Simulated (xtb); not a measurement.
C7H15O (SMILES CCCCCC(C)=[OH+]), charge +1, singlet, geometry from GFN2-xTB. Base run: GFN0-xTB run with xtb.

xtb was given this input:
```
$ xtb mol.xyz --gfn 0 --chrg 1 --json

# file mol.xyz
23

C      4.00968992    -0.06470166     0.26845825
C      2.66327073    -0.42925903    -0.34447779
C      1.51989346     0.22483959     0.43490336
C      0.17478148    -0.13893378    -0.18559280
C     -0.98838738     0.52570477     0.62496721
C     -2.22024204     0.15964867    -0.06346023
C     -2.94335921    -1.06716060     0.27031819
O     -2.68391435     0.84801911    -1.03355735
H      4.16533168     1.01092404     0.24800057
H      4.81065858    -0.53697897    -0.29326076
H      4.06884274    -0.40312467     1.29966351
H      2.53960688    -1.51335776    -0.33379541
H      2.63477745    -0.09805491    -1.38400101
H      1.65516572     1.30755205     0.42788187
H      1.55273665    -0.11199803     1.47186014
H      0.05074078    -1.22183028    -0.17864887
H      0.14811183     0.20060750    -1.22254534
H     -0.81838849     1.60434754     0.63354542
H     -0.95460577     0.13699382     1.64154938
H     -3.57564966    -1.39507534    -0.55279984
H     -3.60083488    -0.85200672     1.12007700
H     -2.27368317    -1.85917911     0.59940602
H     -2.22537731     1.68620017    -1.23917103
```

The base run was repeated with changes; each row names its change, and settings that it needs were set with it.

```json
[
 {"change": "base", "ΔE vs base (kJ/mol)": "0.00", "HOMO-LUMO gap (eV)": "4.31"},
 {"change": "acc = 1000", "ΔE vs base (kJ/mol)": "0.00", "HOMO-LUMO gap (eV)": "4.31"},
 {"change": "acc = 0.1", "ΔE vs base (kJ/mol)": "0.00", "HOMO-LUMO gap (eV)": "4.31"},
 {"change": "acc = 30", "ΔE vs base (kJ/mol)": "0.00", "HOMO-LUMO gap (eV)": "4.31"},
 {"change": "etemp = 10000", "ΔE vs base (kJ/mol)": "-51.3", "HOMO-LUMO gap (eV)": "4.31"},
 {"change": "file = coord", "ΔE vs base (kJ/mol)": "0.00", "HOMO-LUMO gap (eV)": "4.31"}
]
```
